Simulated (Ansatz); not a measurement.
Geometry optimisation, Ansatz, RKS BLYP/def2-SVP.

input.yaml

```yaml
crystal:
  periodic: [false, false, false]
  atoms:
    - { symbol: O, position_ang: [-0.75929, 0.92991, 0.0257] }
    - { symbol: B, position_ang: [-0.02401, -0.36278, 0.02301] }
    - { symbol: S, position_ang: [1.72469, -0.14995, 0.17542] }
    - { symbol: Cl, position_ang: [-1.0406, -1.71213, -0.09995] }
    - { symbol: H, position_ang: [-1.69791, 0.94042, -0.23393] }
    - { symbol: H, position_ang: [1.9445, 1.21237, 0.18878] }
    - { symbol: H, position_ang: [2.08985, -1.42487, 0.19104] }
total_charge: 1
basis:
  gaussian: { orbitals: def2-SVP }
hamiltonian:
  xc: blyp
relax:
  f_tol: 0.02
  max_steps: 50
```

Launched with:

```bash
$ ansatz run input.yaml --threads 1 --pin off --max-ram 2048MiB --backend cpu --events-out ev --progress --plain --runs-dir out
```

Problem. Where does it end, and by what steps?

Solution. The forces met the threshold. Limits of this set-up: the dipole of an ion depends on the origin. After 15 steps the energy has fallen by 2.619 eV; S3 moved furthest, 0.59 Å.

```csv
step,energy less start (eV),largest force component (eV/Å),accepted
0,0.0000,5.554,yes
1,-1.2306,3.147,yes
2,-1.7572,2.055,yes
3,-1.8799,0.960,yes
4,-1.8499,1.192,no
5,-1.9206,0.246,yes
6,-1.9820,0.837,yes
7,-2.1903,1.208,yes
8,-2.5251,0.614,yes
9,-2.5511,1.474,yes
10,-2.5945,0.291,yes
11,-2.5825,0.824,no
12,-2.6101,0.185,yes
13,-2.6164,0.191,yes
14,-2.6192,0.035,yes
15,-2.6193,0.009,yes
```

```xyz
7
Properties=species:S:1:pos:R:3
O -0.742 0.938 -0.066
B -0.260 -0.286 0.080
S 1.625 -0.207 0.751
Cl -0.937 -1.862 -0.112
H -1.682 1.048 -0.329
H 2.039 0.906 0.064
H 2.194 -1.104 -0.116
```

Whether the end is a true minimum wasn't checked by a vibrational analysis.

Time of the run: 37 s on 1 thread of Arm Neoverse V2, on a shared host, peak memory 0.14 GiB.
